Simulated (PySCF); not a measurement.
## Ions at one geometry of PbF2

PySCF 2.14.0, RKS PBE0, Pb def2-SVP with ECP60, F def2-SVP; non-relativistic Hamiltonian with scalar-relativistic core potentials where named; density fitting; no spin-orbit coupling; singlets restricted, open shells unrestricted. The geometry is relaxed for charge 0, singlet, vacuum:

```xyz
3

Pb    0.0000    0.0000   -0.4882
F     1.5156    0.0000    0.8945
F    -1.5156    0.0000    0.8945
```

Energies count from the relaxed state; an electron taken off or put on is at rest in vacuum. Charges and spins are Mulliken's.

```tsv
state	energy (eV)	spin squared	charge on Pb1 (e)	spin on Pb1 (e)	dipole about the centre of mass (D)
charge 0, singlet, vacuum	0.00	0.00	0.96	0.00	4.79
charge +1, doublet, vacuum	11.15	0.77	1.46	0.20	3.63
```

What does the state charge -1, doublet, vacuum give?

energy (eV) -0.56, spin squared 0.75, charge on Pb1 (e) 0.12, spin on Pb1 (e) 0.94, dipole about the centre of mass (D) 3.88.

With an electron taken off (doublet) the charges change, summed by element, by Pb +0.50 e, F +0.50 e. The vertical ionisation energy is 11.15 eV, against −ε(HOMO) = 8.68 eV of the relaxed state. The level lies 2.5 eV too high, as is usual for semilocal functionals and global hybrids, which keep a self-interaction error.

With an electron put on (doublet) the charges change, summed by element, by Pb -0.84 e, F -0.16 e. The vertical electron affinity is 0.56 eV, against −ε(LUMO) = 2.64 eV of the relaxed state. The basis has no diffuse functions, which an added electron needs. The added electron's level lies above zero.

Open shells may have lower solutions than those found.
